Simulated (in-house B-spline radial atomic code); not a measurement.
Whole-atom quantities along the 32-electron series, configuration [Ar] 3d10 4s2 4p2. Computed with a radial B-spline atomic code at the basis-set limit: non-relativistic Hartree-Fock, average of the configuration, point nuclei.

This level leaves out relativity, spin-orbit splitting included, which matters for heavy ions.

```json
{"ion": "Ba24+", "Z": "56", "E/Z² (Eh)": "-2.4291", "Σ<r²> (bohr²)": "3.4839", "n(0)/Z³ (bohr⁻³)": "0.70879", "Lamb diamagnetic shielding (ppm)": "5434.27", "repulsion over attraction": "0.11134"}
{"ion": "La25+", "Z": "57", "E/Z² (Eh)": "-2.4398", "Σ<r²> (bohr²)": "3.3092", "n(0)/Z³ (bohr⁻³)": "0.7094", "Lamb diamagnetic shielding (ppm)": "5545.33", "repulsion over attraction": "0.10968"}
{"ion": "Ce26+", "Z": "58", "E/Z² (Eh)": "-2.4502", "Σ<r²> (bohr²)": "3.1477", "n(0)/Z³ (bohr⁻³)": "0.71", "Lamb diamagnetic shielding (ppm)": "5656.38", "repulsion over attraction": "0.10807"}
{"ion": "Pr27+", "Z": "59", "E/Z² (Eh)": "-2.4603", "Σ<r²> (bohr²)": "2.998", "n(0)/Z³ (bohr⁻³)": "0.71058", "Lamb diamagnetic shielding (ppm)": "5767.43", "repulsion over attraction": "0.10649"}
{"ion": "Nd28+", "Z": "60", "E/Z² (Eh)": "-2.4701", "Σ<r²> (bohr²)": "2.859", "n(0)/Z³ (bohr⁻³)": "0.71114", "Lamb diamagnetic shielding (ppm)": "5878.47", "repulsion over attraction": "0.10496"}
{"ion": "Pm29+", "Z": "61", "E/Z² (Eh)": "-2.4796", "Σ<r²> (bohr²)": "2.7296", "n(0)/Z³ (bohr⁻³)": "0.71169", "Lamb diamagnetic shielding (ppm)": "5989.5", "repulsion over attraction": "0.10347"}
{"ion": "Sm30+", "Z": "62", "E/Z² (Eh)": "?", "Σ<r²> (bohr²)": "?", "n(0)/Z³ (bohr⁻³)": "?", "Lamb diamagnetic shielding (ppm)": "?", "repulsion over attraction": "?"}
{"ion": "Eu31+", "Z": "63", "E/Z² (Eh)": "?", "Σ<r²> (bohr²)": "?", "n(0)/Z³ (bohr⁻³)": "?", "Lamb diamagnetic shielding (ppm)": "?", "repulsion over attraction": "?"}
{"ion": "Gd32+", "Z": "64", "E/Z² (Eh)": "-2.5066", "Σ<r²> (bohr²)": "2.3909", "n(0)/Z³ (bohr⁻³)": "0.71324", "Lamb diamagnetic shielding (ppm)": "6322.57", "repulsion over attraction": "0.099231"}
{"ion": "Tb33+", "Z": "65", "E/Z² (Eh)": "?", "Σ<r²> (bohr²)": "?", "n(0)/Z³ (bohr⁻³)": "?", "Lamb diamagnetic shielding (ppm)": "?", "repulsion over attraction": "?"}
{"ion": "Dy34+", "Z": "66", "E/Z² (Eh)": "-2.5234", "Σ<r²> (bohr²)": "2.1995", "n(0)/Z³ (bohr⁻³)": "0.71421", "Lamb diamagnetic shielding (ppm)": "6544.59", "repulsion over attraction": "0.096581"}
{"ion": "Ho35+", "Z": "67", "E/Z² (Eh)": "-2.5315", "Σ<r²> (bohr²)": "2.1124", "n(0)/Z³ (bohr⁻³)": "0.71468", "Lamb diamagnetic shielding (ppm)": "6655.6", "repulsion over attraction": "0.095306"}
```

Task: Fill in the row of Sm30+.

Result: E/Z² (Eh): -2.4889; Σ<r²> (bohr²): 2.609; n(0)/Z³ (bohr⁻³): 0.71222; Lamb diamagnetic shielding (ppm): 6100.53; repulsion over attraction: 0.10202.

Task: Fill in the row of Eu31+.

Result: E/Z² (Eh): -2.4979; Σ<r²> (bohr²): 2.4963; n(0)/Z³ (bohr⁻³): 0.71274; Lamb diamagnetic shielding (ppm): 6211.55; repulsion over attraction: 0.10061.

Task: Fill in the row of Tb33+.

Result: E/Z² (Eh): -2.5151; Σ<r²> (bohr²): 2.2921; n(0)/Z³ (bohr⁻³): 0.71373; Lamb diamagnetic shielding (ppm): 6433.58; repulsion over attraction: 0.097889.

Task: With what power of Z does the column «Σ<r²> (bohr²)» change over this range?

Result: A fit of the logarithm of its size against log Z from Z = 56 to 67 has slope -2.79. Unscreened non-relativistic hydrogenic orbitals would give -2.
